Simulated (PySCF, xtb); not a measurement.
silicon monosulfide anion (SSi), SMILES [Si]=S (connectivity only; charge and spin as stated), charge -1, multiplicity 2.

Harmonic wavenumbers (cm⁻¹) from GFN2-xTB (xtb) at its own minimum, in rising order: 574.

What does PBE0-D3(BJ)/def2-TZVPD run with PySCF 2.14.0 give at its own minimum? (An estimate is asked for; the answer gives what the named calculation found.)

621. Paired by order, the mean absolute difference is 47 cm⁻¹ and the zero-point energies are 0.8 and 0.9 kcal/mol.
